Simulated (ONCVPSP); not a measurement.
PBE ONCV dataset for carbon (C), scalar-relativistic all-electron reference.

carbon (C), optimised norm-conserving Vanderbilt (ONCV), made with ONCVPSP 4.0.1 (PBE, scalar-relativistic). Core [He], reference 2s1.5 2p2.5. Waves: 2s: rc 0.85 bohr, ncon 4, nbas 9, qcut 6 1/bohr, 1 projector; 2p: rc 2.40 bohr, ncon 4, nbas 8, qcut 6.6 1/bohr, 2 projectors, debl 2.3 Ha. Local part: polynomial inside 0.55 bohr (lpopt 5, dvloc0 0 Ha). Core correction: Teter function fitted to the true core (icmod 2), fcfact 0.2.

All-electron outer shells of the reference configuration (PBE, scalar-relativistic, ld1.x):

```csv
shell,level (eV),outermost node (bohr),outermost maximum (bohr)
1s,-273.88,–,0.17
2s,-13.98,0.38,1.22
2p,-5.51,–,1.20
```

(1) Estimate the cutoffs (Ha) at which the residual kinetic energy of the hardest occupied pseudo-wave falls to 1 and 0.1 mHa per electron.

(2) What does a ghost test show?

(3) Which valence shell sets the plane-wave cutoff?

(4) Tests: 2s2 2p2; 2s2 2p1; 2s2 2p0; 2s0 2p4. Which has the largest error in its energy relative to the reference configuration, and how large is it?

Results:

(1) 20 Ha and 114 Ha.

(2) No bound ghost flagged; no localised positive-energy state flagged.

(3) 2s: 20 Ha for 1 mHa per electron, against 12 Ha for 2p.

(4) 2s2 2p0, with +569 meV (all-electron minus pseudo) on +30.78 eV.
